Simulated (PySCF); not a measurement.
# Dipole response of Ni²⁺ (nickel, charge +2)

[Ar] 3d8, high-spin 3F determinant. Computed with PySCF 2.14 in def2-TZVPPD, with no relativity, point nucleus. Coupled (time-dependent) response in atomic units; α is the mean over directions.

```tsv
method	mean α (bohr³)	C₆ (like pair)	S(−4)
HSE06	2.458	5.589	4.629
```

S(−4) is the Cauchy moment in α(ω) = α(0) + S(−4) ω² + …

α(iu) at HSE06:

```csv
u (hartree),α(iu) (bohr³)
0,2.458
0.0500,2.447
0.100,2.413
0.200,2.293
0.300,2.132
0.500,1.798
0.750,1.478
1.00,1.263
1.50,1.001
2.00,0.8354
3.00,0.6098
5.00,0.3495
```

A single London oscillator, α(iu) = α/(1 + u²/ω²), gives C₆ = (3/4) ω α². Matching the computed C₆ needs ω = 4 × 5.589 / (3 × 2.458²) = 1.23 hartree.

For an ion, C₆ is the dispersion term alone; charge-induced terms of lower order in 1/R come first.
